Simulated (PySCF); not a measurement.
TaF₃, SMILES [F][Ta]([F])[F] (connectivity only; charge and spin as stated), neutral, multiplicity 3. Atoms are numbered in the order given.

```xyz
4

Ta     0.0000     0.0000    -0.0553
F      0.0000    -1.7637    -0.7025
F      0.0000     1.7637    -0.7025
F      0.0000     0.0000     1.8534
```
Charge 0, spin multiplicity 3.

The structure is a stationary point at B3LYP-D3(BJ)/def2-TZVP. The spin state was assumed, not searched. The def2 effective core potentials stand for the cores of Ta; spin–orbit coupling is left out.

The numbers are results of PySCF 2.14.0 with B3LYP-D3(BJ)/def2-TZVP, not measurements.

Frequencies are harmonic and unscaled.

A small imaginary wavenumber (i) marks a very flat motion, where grid noise or a shallow saddle decides the sign.

Computed harmonic wavenumbers and intensities:
| mode | ν (cm⁻¹) | IR (km/mol) | moving atoms (share of kinetic energy) |
|---|---|---|---|
| 1 | 12i | 20.7 | F 91 %, Ta 9 % |
| 2 | 111 | 6.8 | F 77 %, Ta 23 % |
| 3 | 148 | 6.1 | F 89 %, Ta 11 % |
| 4 | 634 | 214.7 | F 85 %, Ta 15 % |
| 5 | 646 | 132.2 | F 88 %, Ta 12 % |
| 6 | 673 | 5.0 | F 99 % |
